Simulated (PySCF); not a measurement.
## Correlation energy of Ar (argon, neutral)

[Ar], closed-shell 1S. Computed with PySCF 2.14 in def2-TZVP (5s5p2d1f, 37 functions), with the non-relativistic Hamiltonian (point nucleus). Frozen: [Ne]; 8 electrons correlated.

MP2 pair energies summed by pair of shells (mhartree):

```json
{"pair": "3p-3p", "energy": "-150.17", "share (%)": "73.9"}
{"pair": "3s-3p", "energy": "-44.66", "share (%)": "22.0"}
{"pair": "3s-3s", "energy": "-8.40", "share (%)": "4.1"}
```

Total MP2 correlation energy: -203.23 mhartree.

Same-spin part -51.60 and opposite-spin part -151.64 mhartree; SCS-MP2 scales them by 1/3 and 6/5 to -199.16 mhartree.

```csv
level,correlation energy (mhartree)
CCSD,-222.30
(T),-6.76
CCSD(T),-229.06
```

Diagnostics: T1 = 0.0020, D1 = 0.0029, largest double amplitude 0.050.

Cost of the coupled-cluster step: 0.13 s of wall time on 1 thread of Neoverse-V2 (shared host), for 8 correlated electrons.

Iterations:

```
CC2 = 0
CCSD nocc = 4, nmo = 32
frozen orbitals [0, 1, 2, 3, 4]
max_cycle = 100
direct = 0
conv_tol = 1e-08
conv_tol_normt = 1e-06
diis_space = 8
diis_start_cycle = 0
Init t2, MP2 energy = -527.005994597172  E_corr(MP2) -0.203234264662719
Init E_corr(CCSD) = -0.203234264676303
cycle = 1  E_corr(CCSD) = -0.218559626391572  dE = -0.0153253617  norm(t1,t2) = 0.0222721
cycle = 2  E_corr(CCSD) = -0.221466789115887  dE = -0.00290716272  norm(t1,t2) = 0.00578778
cycle = 3  E_corr(CCSD) = -0.222327160007357  dE = -0.000860370891  norm(t1,t2) = 0.00177023
cycle = 4  E_corr(CCSD) = -0.222300590071152  dE = 2.65699362e-05  norm(t1,t2) = 0.000170587
cycle = 5  E_corr(CCSD) = -0.222298062645974  dE = 2.52742518e-06  norm(t1,t2) = 1.63779e-05
cycle = 6  E_corr(CCSD) = -0.222298713467354  dE = -6.5082138e-07  norm(t1,t2) = 3.94554e-06
cycle = 7  E_corr(CCSD) = -0.222298709747241  dE = 3.72011255e-09  norm(t1,t2) = 7.65704e-07
CCSD converged
E(CCSD) = -527.0250590422563  E_corr = -0.2222987097472414
CCSD(T) correction = -0.00675670492246715
```
